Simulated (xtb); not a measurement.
silanone (H$_{2}$OSi), singlet, geometry from GFN2-xTB, atoms displaced at random by about 0.1 Å a coordinate; GFN2-xTB run with xtb.

The xtb input:
```
$ xtb mol.xyz --gfn 2 --opt loose --json

# file mol.xyz
4

Si    -0.10845159    -0.45432782    -0.03672991
O     -0.06984117     0.91785622     0.16445877
H     -0.91691469    -1.50899878     0.01360743
H      1.34195052    -1.05096986     0.09907686
```

### Question
Write the output that xtb gives for this input, abridged.

### Answer

```
   ID    Z sym.   atoms
    1   14 Si     1
    2    8 O      2
    3    1 H      3, 4

           -------------------------------------------------
          |                Calculation Setup                |
           -------------------------------------------------

           -------------------------------------------------
          |                 G F N 2 - x T B                 |
           -------------------------------------------------

          ...................................................
          :                      SETUP                      :
          :.................................................:
          :  # basis functions                  16          :
          :  # atomic orbitals                  15          :
          :  # shells                            7          :
          :  # electrons                        12          :
          :  max. iterations                   250          :
          :  Hamiltonian                  GFN2-xTB          :
          :  restarted?                      false          :
          :  GBSA solvation                  false          :
          :  PC potential                    false          :
          :  electronic temp.          300.0000000     K    :
          :  accuracy                    1.0000000          :
          :  -> integral cutoff          0.2500000E+02      :
          :  -> integral neglect         0.1000000E-07      :
          :  -> SCF convergence          0.1000000E-05 Eh   :
          :  -> wf. convergence          0.1000000E-03 e    :
          :  Broyden damping             0.4000000          :
          :  net charge                          0          :
          :  unpaired electrons                  0          :
          ...................................................

 iter      E             dE          RMSdq      gap      omega  full diag
   1     -6.9131188 -0.691312E+01  0.188E+01    5.30       0.0  T
   2     -6.9491686 -0.360498E-01  0.140E+01    4.47       1.0  T
   3     -6.9450390  0.412958E-02  0.219E+00    4.52       1.0  T
   4     -6.9527094 -0.767038E-02  0.102E+00    4.34       1.0  T
   5     -6.9529787 -0.269262E-03  0.410E-01    4.65       1.0  T
   6     -6.9532153 -0.236687E-03  0.400E-01    4.48       1.0  T
   7     -6.9534282 -0.212895E-03  0.127E-01    4.57       1.0  T
   8     -6.9534573 -0.290274E-04  0.161E-02    4.55       3.1  T
   9     -6.9534566  0.613375E-06  0.215E-02    4.54       2.3  T
[...]
         :: total energy              -6.824674048466 Eh    ::
 * total energy  :    -6.8246740 Eh     change       -0.3196199E-10 Eh
 * total energy  :    -6.8652181 Eh     change       -0.4054403E-01 Eh
 * total energy  :    -6.8666897 Eh     change       -0.1471578E-02 Eh
 * total energy  :    -6.8636435 Eh     change        0.3046177E-02 Eh
 * total energy  :    -6.8686380 Eh     change       -0.4994512E-02 Eh
 * total energy  :    -6.8690382 Eh     change       -0.4002209E-03 Eh
 * total energy  :    -6.8695759 Eh     change       -0.5377401E-03 Eh
 * total energy  :    -6.8696496 Eh     change       -0.7362534E-04 Eh
 * total energy  :    -6.8696685 Eh     change       -0.1893993E-04 Eh
   *** GEOMETRY OPTIMIZATION CONVERGED AFTER 9 ITERATIONS ***
         :: total energy              -6.869668513853 Eh    ::
[...]
        12                          0.0509829               1.3873
        13                          0.5708476              15.5336
        14                          0.7909125              21.5218
        15                          0.9206108              25.0511
      -------------------------------------------------------------
                  HL-Gap            0.1750044 Eh            4.7621 eV
             Fermi-level           -0.3364533 Eh           -9.1554 eV

     #   Z          covCN         q      C6AA      α(0)
     1  14 Si       2.611     0.469   176.574    29.172
     2   8 O        0.771    -0.357    20.871     6.123
     3   1 H        0.920    -0.056     4.251     3.224
     4   1 H        0.920    -0.056     4.250     3.224

 Mol. C6AA /au·bohr⁶  :        465.613339
 Mol. C8AA /au·bohr⁸  :      21070.391157
 Mol. α(0) /au        :         41.743451

Wiberg/Mayer (AO) data.
largest (>0.10) Wiberg bond orders for each atom

 ---------------------------------------------------------------------------
     #   Z sym  total        # sym  WBO       # sym  WBO       # sym  WBO
 ---------------------------------------------------------------------------
     1  14 Si   4.069 --     2 O    2.262     4 H    0.903     3 H    0.903
     2   8 O    2.351 --     1 Si   2.262
     3   1 H    0.997 --     1 Si   0.903
     4   1 H    0.997 --     1 Si   0.903
 ---------------------------------------------------------------------------

Topologies differ in total number of bonds
Writing topology from bond orders to xtbtopo.mol

molecular dipole:
                 x           y           z       tot (Debye)
 q only:        0.135      -0.825      -0.040
   full:        0.239      -1.465      -0.072       3.777
molecular quadrupole (traceless):
                xx          xy          yy          xz          yz          zz
 q only:        0.181       0.302      -1.257       0.024      -0.312       1.076
  q+dip:        0.619       0.254      -0.281       0.096      -0.345      -0.338
   full:        0.128       0.664      -3.178       0.013      -0.659       3.051

optimized geometry written to: xtbopt.xyz

           -------------------------------------------------
          | TOTAL ENERGY               -6.869668513853 Eh   |
          | GRADIENT NORM               0.000318812767 Eh/α |
          | HOMO-LUMO GAP               4.762111874192 eV   |
           -------------------------------------------------

normal termination of xtb
```
